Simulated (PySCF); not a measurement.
Cu⁺: ionisation energy

Cu⁺ [Ar] 3d10 (1S) → Cu²⁺ [Ar] 3d9 (2D), as a difference of total energies. All numbers are calculated (PySCF 2.14, the spin-free X2C one-electron Hamiltonian (Gaussian nucleus), in cc-pVDZ-DK (6s5p3d1f, 43 functions)). Correlated levels: valence: [Ar] frozen. The calculations carry no spin-orbit coupling.

| method | ionisation energy (eV) | difference from reference (eV) |
| --- | --- | --- |
| UHF | 17.177 | -3.115 |
| MN15 | 20.458 | +0.166 |
| LDA | 21.411 | +1.119 |
| MP2 (valence) | 20.550 | +0.258 |
| SCS-MP2 (valence) | 20.112 | -0.180 |

Reference: 20.292 eV (measured; NIST Atomic Spectra Database, ionization energies).

The reference lies between the lowest fine-structure levels, while these numbers refer to the centres of the terms.

Errors of the correlated levels include the incompleteness of this basis and the frozen core.
